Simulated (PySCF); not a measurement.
Calculated NMR parameters of CC/C=C(/C)O[SiH2]CF

- Formula: C6H13FOSi
- SMILES: CC/C=C(/C)O[SiH2]CF
- InChI: InChI=1S/C6H13FOSi/c1-3-4-6(2)8-9-5-7/h4H,3,5,9H2,1-2H3/b6-4-
- Point group of the computed structure: C1
- Degrees of unsaturation: 1
- Carbon signals: 6
- Proton signals: 6

Atom-mapped SMILES (the numbers label the heavy atoms): `[CH3:1][CH2:2]/[CH:3]=[C:4](/[CH3:5])[O:6][SiH2:7][CH2:8][F:9]` (H(Xn): hydrogen on atom n).

[PySCF: PBE0/pcSseg-1 with gauge-including orbitals; GFN2-xTB structure; in vacuum; no relativistic terms; averaged over atoms made equivalent by symmetry, fast rotation or ring inversion; one computed conformer]

Scale: TMS for 1H (σref 31.72) and 13C (σref 186.93) and 29Si (σref 349.16); 19F (σref 170.95) against CFCl3; H2O for 17O (σref 336.08) (reference shieldings calculated alike).

| carbon | δC, type | δH (multiplicity) | HMBC from (2–3 bonds) | span of the C tensor (ppm) |
| --- | --- | --- | --- | --- |
| C1 | 17.4, CH3 | 1.01 (t) | H(C3), H(C2) | 29 |
| C2 | 23.4, CH2 | 2.24 (m) | H(C3), H(C1) | 23 |
| C3 | 118.5, CH | 4.90 (t) | H(C2), H(C5), H(C1) | 172 |
| C4 | 151.7, C | – | H(Si7), H(C3), H(C2), H(C5) | 165 |
| C5 | 22.6, CH3 | 2.02 (s) | H(C3) | 45 |
| C8 | 82.3, CH2 | 5.00 (m) | H(Si7) | 101 |

Other nuclei:
| atoms | nucleus | environment | δ (ppm) | σ (ppm) |
| --- | --- | --- | --- | --- |
| H(Si7) | 1H | hydrogen on a silicon bonded to C, O | 5.27 | 26.45 |
| F9 | 19F | fluorine on an sp3 carbon | -300.4 | 471.4 |
| Si7 | 29Si | silicon bonded to C, O, 2 H | -27.2 | 376.3 |
| O6 | 17O | oxygen bonded to C, Si | 104.8 | 231.3 |

- Carbon types of the structure: 1 × C, 1 × CH, 2 × CH2, 2 × CH3, leaving 2 H on heteroatoms.
- δC 151.7: alkene carbon bearing oxygen; an sp2 carbon further deshielded by the attached heteroatom.
- δC 118.5: β carbon of an enol-ether or enamine type C=C.
- δC 82.3: sp3 CH2 bonded to F and Si; the inductive effect lowers its shielding.
- δH 4.90: hydrogen on a β carbon of an enol-ether or enamine type C=C; lone-pair donation from O or N shields it, upfield of ordinary alkene protons.
- δH 2.02: hydrogen on an allylic methyl carbon; allylic position.

Splittings by 19F in the carbon and heteronuclear signals aren't shown, as no couplings were computed. Shifts are as computed. Against solution values, carbons near 30 ppm lie about +3 ppm off and those near 130 ppm about +5 ppm. Of 1211 compounds with measured shifts, 218 miss one by over three times the rms of a fit or turn the order of signals round; such compounds aren't used in these exercises. Unscaled 19F shifts against computed CFCl3 carry errors that often reach 10 to 50 ppm. Experimental scales use liquid or dissolved standards, which lie at an offset from isolated H2O (liquid H2O: subtract about 36 ppm). Multiplicities follow the n + 1 count of equivalent neighbours, as no J values were calculated; m marks all less simple cases, F and P coupling included.
